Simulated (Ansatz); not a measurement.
Reaction (redistribution): `[SiH3]C[SiH2][TeH]` + `[CH3][GeH]([OH])[Cl]` → `[SiH3]C[SiH2]Cl` + `[CH3][GeH]([OH])[TeH]`

Calculated with Ansatz (gas phase, PBE0-D4/def2-TZVP geometries, no zero-point term in ΔE). CCSD(T)/CBS adds triple-zeta CCSD(T) − MP2 to the extrapolated MP2 energy (def2 sets, frozen cores). DFT in def2-TZVPP. def2 core potentials past Kr. For Ge, Te outer-core shells are correlated without core-valence functions, which leaves a few kJ/mol of doubt a bond. Scalar relativity is left out up to krypton. One conformer a species, not always the lowest.

`[SiH3]C[SiH2][TeH]`:

Z-matrix (Å, degrees):
```
Si
C 1 1.878
H 1 1.484 2 110.7
H 1 1.489 2 109.8 3 119.9
H 1 1.488 2 110.3 3 -120.8
Si 2 1.867 1 114.5 3 81.1
H 2 1.096 1 109.2 3 -158.4
H 2 1.095 1 109.0 3 -41.8
Te 6 2.499 2 112.8 1 -49.0
H 6 1.486 2 110.4 1 66.1
H 6 1.486 2 111.0 1 -172.9
H 9 1.659 6 91.6 2 -62.3
```

`[CH3][GeH]([OH])[Cl]`:

Cartesian coordinates in Å:
```
C 0.114 1.084 0.625
Ge 0.345 -0.492 -0.475
O -1.165 -0.988 -1.253
Cl 0.973 -2.095 0.838
H 1.063 1.357 1.087
H -0.241 1.912 0.010
H -0.614 0.880 1.410
H 1.360 -0.386 -1.615
H -1.836 -1.272 -0.626
```

`[SiH3]C[SiH2]Cl`:

Cartesian coordinates in Å:
```
Si 0.174 -0.131 -1.629
C 0.716 -0.056 0.166
Si -0.673 0.159 1.378
Cl 0.061 0.233 3.302
H 1.350 -0.304 -2.520
H -0.755 -1.273 -1.837
H -0.529 1.124 -2.005
H 1.256 -0.976 0.411
H 1.419 0.775 0.288
H -1.399 1.429 1.135
H -1.619 -0.981 1.311
```

`[CH3][GeH]([OH])[TeH]`:

```xyz
10

C    -1.362    0.552    0.022
Ge    0.245   -0.390   -0.508
O     1.397    0.906   -0.922
Te    1.214   -1.885    1.336
H    -1.156    1.154    0.906
H    -2.158   -0.157    0.247
H    -1.676    1.208   -0.791
H     0.051   -1.334   -1.714
H     2.297    0.582   -1.001
H     1.148   -0.636    2.424
```

(1) Is it downhill or uphill in electronic energy at CCSD(T)/CBS, and by how much? (Estimate.)

(2) What do these levels give: r2SCAN-D4, ωB97M-V, SCS-MP2/def2-TZVPP, HF/def2-QZVPP, HF/CBS(def2), CCSD/CBS(def2)? (Estimate.)

Largest T1 diagnostic among the species: 0.011.

Results:

(1) Computed: Downhill: ΔE = -0.25 eV.

(2) Computed: r2SCAN-D4 -0.26, ωB97M-V -0.24, SCS-MP2/def2-TZVPP -0.25, HF/def2-QZVPP -0.27, HF/CBS(def2) -0.27, CCSD/CBS(def2) -0.25 eV.

The D4 term adds +0.05 eV with B3LYP and +0.03 eV with PBE0; it sums over pairs of atoms, weighted by their polarisabilities, and B3LYP, whose exchange is more repulsive, gets the larger term.

B3LYP here is the variant with VWN-RPA as its local correlation; programs differ in this.
